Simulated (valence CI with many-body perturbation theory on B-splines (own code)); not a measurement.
## Cs15+: magnetic and hyperfine properties of the levels

Computed by valence CI with perturbative core correlation (CI+MBPT): four valence electrons over a frozen Dirac-Fock core [Kr], radial functions for each j: 9 s, 9 p, 10 d, 8 f, 5 g, 3 h, 1 i, with the one-electron correlation potential Σ1, the two-electron term Σ2, the three-electron term Σ3, Breit, model QED; selected CI, second order for the rest (own B-spline code, finite nucleus).

No measured levels were compared; by estimate terms of the open shell hold to 2 to 4 % of their energy, and close levels can change places. Core correlation moves these levels by up to 7300 cm⁻¹, and in measured spectra 5 to 20 % of such shifts remained as error; rates that hang on mixing are uncertain with them. Only levels of the ground parity were solved; by the run's estimate the other parity begins above the list, which can be wrong where configurations are misplaced.

A/g_I is the dipole constant over the nuclear g factor μ/I (μ in nuclear magnetons, uniformly magnetised nucleus), B/Q the quadrupole constant per barn. Both hold the static response of the core; the bare values leave it out. Large factors of s and p1/2 electrons are usually good to 5 to 10 %; those of open d and f shells near neutrality can be off by tens of per cent, and small factors of p3/2, d and f electrons come from cancelling terms and can be off by a factor of two or in sign, in half-filled shells by more. B is blank for J = 1/2, where it vanishes, and for nearly pure S terms. Energies count from the lowest level. Levels with J = 0 are left out.

Names give the largest LS component (configuration and term), which can be under half, so a name can repeat, a term be missing and a line seem to break the LS rules; names also repeat where a configuration has a term twice. Letters in brackets count levels of one name in rising energy.

| Level | E (eV) | g | A/g_I (MHz) | A/g_I bare | B/Q (MHz/b) | B/Q bare |
| --- | --- | --- | --- | --- | --- | --- |
| 4d⁴ ⁵D_1 | 1.198 | 1.498 | -406 | 89.4 | 1520 | 1430 |
| 4d⁴ ⁵D_2 | 2.221 | 1.472 | 613 | 1080 | 1240 | 1160 |
| 4d⁴ ⁵D_3 | 3.013 | 1.448 | 1380 | 1820 | -731 | -702 |
| 4d⁴ ⁵D_4 | 3.512 | 1.375 | 2180 | 2540 | -3470 | -3300 |
| 4d⁴ ³H_4 | 5.440 | 0.985 | 3320 | 3230 | 1140 | 1060 |
| 4d⁴ ³G_3 | 6.473 | 0.895 | 3660 | 3470 | 722 | 680 |
| 4d⁴ ³H_5 | 6.776 | 1.072 | 3120 | 3120 | 3120 | 2930 |
| 4d⁴ ³F_2 [a] | 6.797 | 0.830 | 3450 | 3180 | 1760 | 1660 |
| 4d⁴ ³P_1 [a] | 7.053 | 1.356 | 2190 | 2530 | -225 | -224 |
| 4d⁴ ³H_6 | 7.362 | 1.119 | 3140 | 3200 | 3160 | 2970 |
| 4d⁴ ³G_4 | 8.057 | 1.030 | 3440 | 3400 | -1800 | -1690 |
| 4d⁴ ³D_2 | 8.395 | 1.231 | 2350 | 2540 | 529 | 491 |
| 4d⁴ ³F_4 [a] | 8.653 | 1.148 | 2510 | 2600 | 483 | 456 |
| 4d⁴ ³F_3 [a] | 8.741 | 1.173 | 3020 | 3140 | 1070 | 1010 |
| 4d⁴ ³F_3 [b] | 9.479 | 1.100 | 2310 | 2350 | 332 | 321 |
| 4d⁴ ³G_5 | 10.021 | 1.159 | 2590 | 2700 | -2040 | -1930 |
| 4d⁴ ³P_2 [a] | 10.235 | 1.163 | 3540 | 3650 | 919 | 861 |
| 4d⁴ ³D_1 | 10.520 | 0.660 | 4600 | 4130 | 1110 | 1050 |
| 4d⁴ ¹I_6 | 10.526 | 1.045 | 3180 | 3150 | 4490 | 4250 |
| 4d⁴ ¹G_4 [a] | 11.822 | 1.088 | 2650 | 2670 | 1930 | 1830 |
| 4d⁴ ³P_2 [b] | 12.166 | 1.185 | 2640 | 2780 | 156 | 142 |
| 4d⁴ ¹F_3 | 12.725 | 1.060 | 3010 | 3010 | 3470 | 3280 |
| 4d⁴ ³P_2 [c] | 13.647 | 1.199 | 2600 | 2760 | 1740 | 1650 |
| 4d⁴ ³F_4 [b] | 14.611 | 1.166 | 2220 | 2330 | 178 | 170 |
| 4d⁴ ³F_2 [b] | 15.099 | 0.912 | 3880 | 3700 | 2690 | 2540 |
| 4d⁴ ³F_3 [c] | 15.171 | 1.069 | 3280 | 3280 | 4370 | 4110 |
| 4d⁴ ³P_1 [b] | 15.361 | 1.483 | 132 | 611 | -1530 | -1440 |
| 4d⁴ ¹G_4 [b] | 16.202 | 1.050 | 3360 | 3340 | 2580 | 2450 |
| 4d⁴ ¹D_2 | 19.662 | 0.999 | 3150 | 3070 | -4840 | -4560 |

**Question.** Take the isotope of mass number 133, with I = 7/2, μ = 2.5778 μN and Q = -0.0034 b. What is the hyperfine structure of 4d⁴ ³H_4?

**Answer.** From the table A = 2450 MHz, B = -3.87 MHz. Shifts from the centre of gravity in MHz: F = 1/2: -42900, F = 3/2: -39200, F = 5/2: -33100, F = 7/2: -24500, F = 9/2: -13500, F = 11/2: 1.04, F = 13/2: 15900, F = 15/2: 34300.
